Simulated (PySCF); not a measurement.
# Worked example: entropy of an ideal gas

CdS, SMILES [Cd]=[S].

Geometry: PBE-D3(BJ)/def2-TZVPD. The def2 effective core potentials stand for the cores of Cd; spin–orbit coupling is left out.

PBE-D3(BJ)/def2-TZVPD run with PySCF gives the harmonic wavenumbers 375 cm⁻¹ and the rotational temperature 0.1918 K. The molar mass is 144.47 g/mol, the symmetry number 1, the spin multiplicity 1.

Problem. Work out the entropy at 298.15 K and 1 atm in the rigid-rotor, harmonic-oscillator model.

Solution. 
Translation (Sackur–Tetrode at 1 atm): S = R[1.5 ln M + 2.5 ln T − 1.16487] = 170.8 J/(mol K).
Rotation: q = T/(σ θ) = 1550, S = R[ln q + 1] = 69.4 J/(mol K).
Vibration: with u = 1.4388 ν/T, each mode gives R[u/(e^u − 1) − ln(1 − e^−u)]:
```csv
ν (cm⁻¹),modes,u,S (J/(mol K))
375,1,1.81,4.43
```
These are all the modes. Sum 4.4 J/(mol K).
Spin: R ln 1 = 0.0 J/(mol K).
Total 244.6 J/(mol K); the program's own thermochemistry gives 244.6. Translation makes up 70 % and vibration 2 %. Anharmonicity, hindered rotation and orbital degeneracy are left out.
